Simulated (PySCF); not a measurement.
Compound: H₈OSSi₃.
Cartesian coordinates in Å at the PBE0-D3(BJ)/def2-SVP level; atoms count from 1:
```
atom  x, y, z in Å
Si1    2.879    0.023    0.009
O2     1.234   -0.128   -0.144
Si3   -0.239    0.572    0.179
Si4   -1.971   -0.979   -0.075
S5    -3.798    0.136    0.222
H6     3.502   -1.294   -0.301
H7     3.393    1.055   -0.941
H8     3.233    0.429    1.403
H9    -0.266    1.117    1.573
H10   -0.491    1.708   -0.764
H11   -1.934   -1.667   -1.403
H12   -1.983   -2.010    1.004
H13   -3.555    1.020   -0.771
```

Computed, not measured: PySCF 2.14.0, PBE0-D3(BJ)/def2-SVP geometry optimisation, gas phase.

Take the most abundant isotopes and a rigid rotor. The values belong to one conformer with, in the numbering `[SiH3:1][O:2][SiH2:3][SiH2:4][SH:5]`, Si1–O2–Si3–Si4 -164°, O2–Si3–Si4–S5 -175°, Si3–Si4–S5–H 58°.

(1) What are A, B and C (MHz)?

(2) What kind of rotor is it?

(3) What does the inertial defect say?

(4) Which lines would a microwave search look for?

Answers

(1) Ia = 62.01, Ib = 848.19, Ic = 889.28 u·Å²; 505379 MHz·u·Å²/I gives A = 8150, B = 595.8, C = 568.3 MHz.

(2) A near-prolate asymmetric top. Ray's parameter κ = (2B − A − C)/(A − C) = -0.993; −1 is the prolate and +1 the oblate limit.

(3) Not planar: Δ = Ic − Ia − Ib = -20.92 u·Å². For a rigid frame Δ = −2 Σ m c², so Σ m c² = 10.46 u·Å² lies off the ab plane: 10.09 from hydrogen and 0.37 from heavier atoms. The atom farthest from that plane is 1.34 Å away.

(4) The dipole components are |μa| = 1.16 D, |μb| = 0.28 D, |μc| = 0.58 D. Intensities carry the squares of the components, which stand as 1.00 : 0.06 : 0.25 (a : b : c). Some lines, for components of 0.1 D or more:

```csv
type,branch,"J(Ka,Kc)",MHz,lower level (cm⁻¹)
a,R,"1(0,1) ← 0(0,0)",1164,0.000
a,R,"3(1,3) ← 2(1,2)",3451,0.368
a,R,"4(0,4) ← 3(0,3)",4656,0.233
c,R,"1(1,0) ← 0(0,0)",8746,0.000
c,R,"3(1,2) ← 2(0,2)",11143,0.116
c,Q,"2(2,1) ← 2(1,1)",22662,0.370
b,R,"2(2,1) ← 1(1,0)",25018,0.292
b,R,"2(2,0) ← 1(1,1)",25045,0.291
b,R,"3(2,2) ← 2(1,1)",26154,0.370
c,Q,"4(3,2) ← 4(2,2)",37838,1.398
b,R,"4(3,2) ← 3(2,1)",42495,1.243
c,R,"4(3,2) ← 3(2,2)",42495,1.243
```

Not checked by PBE0-D3(BJ)/def2-SVP frequencies. Zero-point vibration and centrifugal distortion are left out. A rigid rotor knows nothing of internal rotation, which can split or shift real lines.

On one thread, Arm Neoverse V1 (aarch64), shared host with 32 logical CPUs at a one-minute load of 31, this took 2.1 min and 0.52 GiB of memory at its peak. That covers the optimisation of the geometry.
